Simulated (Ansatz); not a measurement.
Relaxation of CH$_{6}$O$_{2}$SSi (11 atoms, charge 0, multiplicity 1), to a largest force component of 0.03 eV/Å in at most 50 steps.

Theory: RKS r2SCAN/def2-mTZVP in Ansatz.

```xyz
11
Properties=species:S:1:pos:R:3
Si -0.322 0.118 0.411
C 1.132 -0.214 -0.707
S -1.717 0.953 -0.995
H -0.695 0.788 -1.876
O 0.111 1.150 1.613
O -0.953 -1.193 1.202
H 1.495 0.722 -1.136
H 0.856 -0.884 -1.523
H 1.968 -0.673 -0.170
H -0.296 0.969 2.468
H -1.578 -1.737 0.714
```

Task: Where does it end, and by what steps?

Result: It converged. After 13 steps the energy has fallen by 0.195 eV; H4 moved furthest, 0.98 Å.

| step | energy less start (eV) | largest force component (eV/Å) | accepted |
| --- | --- | --- | --- |
| 0 | 0.0000 | 0.486 | yes |
| 1 | -0.0951 | 0.375 | yes |
| 2 | -0.1277 | 0.359 | yes |
| 3 | -0.1416 | 0.078 | yes |
| 4 | -0.1465 | 0.062 | yes |
| 5 | -0.1652 | 0.133 | yes |
| 6 | -0.1205 | 0.977 | no |
| 7 | -0.1738 | 0.055 | yes |
| 8 | -0.1808 | 0.059 | yes |
| 9 | -0.1853 | 0.236 | yes |
| 10 | -0.1927 | 0.036 | yes |
| 11 | -0.1934 | 0.192 | yes |
| 12 | -0.1942 | 0.055 | yes |
| 13 | -0.1945 | 0.012 | yes |

```xyz
11
Properties=species:S:1:pos:R:3
Si -0.275 0.010 0.347
C 1.246 -0.362 -0.646
S -1.900 0.740 -0.876
H -1.134 1.609 -1.579
O 0.199 1.093 1.491
O -0.908 -1.299 1.132
H 1.650 0.538 -1.117
H 1.045 -1.092 -1.434
H 2.025 -0.771 0.005
H -0.497 1.440 2.064
H -1.451 -1.905 0.612
```

Whether the end is a true minimum wasn't checked by a vibrational analysis.

Time of the run: 68 s on 4 threads of Arm Neoverse N1, with other jobs on the host, peak memory 0.21 GiB.
